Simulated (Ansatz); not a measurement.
`N=C([SiH3])Cl`, charge 0, multiplicity 1.

(1) Give a relaxed structure at PBE0-D4/def2-TZVP (the Gaussian-basis code of Ansatz). (Best estimate.)

Answers

(1) The calculation gave: 
Z-matrix (Å, degrees):
```
Si
C 1 1.893
H 1 1.482 2 107.7
H 1 1.480 2 108.6 3 -120.8
H 1 1.482 2 107.7 3 118.4
Cl 2 1.786 1 112.7 3 -59.4
N 2 1.248 1 124.3 3 120.6
H 7 1.020 2 114.3 1 -180.0
```
Point group Cs.
